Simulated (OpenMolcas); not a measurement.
An OpenMolcas run meant for Sc2+ (ANO-RCC-VDZ, DKH2; inactive shells 1s 2s 2p 3s 3p; intended active space 1 electron in 10 orbitals (3d 4d)). One step of its input:

```
&CASPT2
Multistate=5 1 2 3 4 5
Frozen=2 3
IPEA=0.25
Imaginary=0.1
MaxIter=60
WThr=0.0 0.3 0.05
PrWF=0.5
NoMix
Shift=0.2
Sig2=0.3
```

Lines from the output:

```
|
   --------------------------------------------------------------------------------------
++ ---------   Input file   ---------
>>> COPY JOB001 $Project.JobIph
&CASPT2
Multistate=5 1 2 3 4 5
Frozen=2 3
IPEA=0.25
Imaginary=0.1
MaxIter=60
WThr=0.0 0.3 0.05
PrWF=0.5
NoMix
Shift=0.2
Sig2=0.3
-- ----------------------------------
>>> COPY JOB001 a.JobIph
*** symbolic link created: INPORB -> a.RasOrb
--- Start Module: caspt2 at  ---
()()()()()()()()()()()()()()()()()()()()()()()()()()()()()()()()()()()()()()()()()()()()()()()()()()
                                              &CASPT2
                                   only a single process is used
                       available to each process: 2.3 GB of memory, 1 thread
()()()()()()()()()()()()()()()()()()()()()()()()()()()()()()()()()()()()()()()()()()()()()()()()()()
 ###    ERROR: More than one intruder-state removal technique                ###
 ###    active: SHIFt/IMAGinary/SIG1/SIG2 are mutually exclusive!            ###
--- Stop Module: caspt2 at  /rc=_RC_INPUT_ERROR_ ---
.####################.
.# User input error #.
.####################.
```

**Question.** What is wrong with the input?

**Answer.** More than one intruder-state remedy is switched on.
